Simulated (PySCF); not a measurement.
Gd(62+): ionisation energy

Gd(62+) 1s2 (1S) → Gd(63+) 1s1 (2S), as a difference of total energies. Computed with PySCF 2.14 in an uncontracted even-tempered set (15 s from 160 bohr⁻², ratio 2.2; 7 p from 240 bohr⁻², ratio 2.4; 4 d from 730 bohr⁻², ratio 2.4; 3 f from 1100 bohr⁻², ratio 2.4; 3 g from 1600 bohr⁻², ratio 2.4), with the non-relativistic Hamiltonian (point nucleus). Correlated levels: nothing frozen; virtual orbitals above 40 to 60 times the deepest correlated orbital energy dropped. The calculations carry no spin-orbit coupling.

```csv
method,ionisation energy (eV)
UHF,54643.5
LDA,54573.4
PBE,54633.6
PBE0,54636.3
r2SCAN,54644.8
TPSSh,54644.9
M06-2X,54642.9
MP2 (all electrons),54644.7
SCS-MP2 (all electrons),54645.0
```

The gap to the reference is mostly relativistic.

For comparison: 57783.91 ± 0.08 eV (theoretical estimate listed by NIST; NIST Atomic Spectra Database, ionization energies).
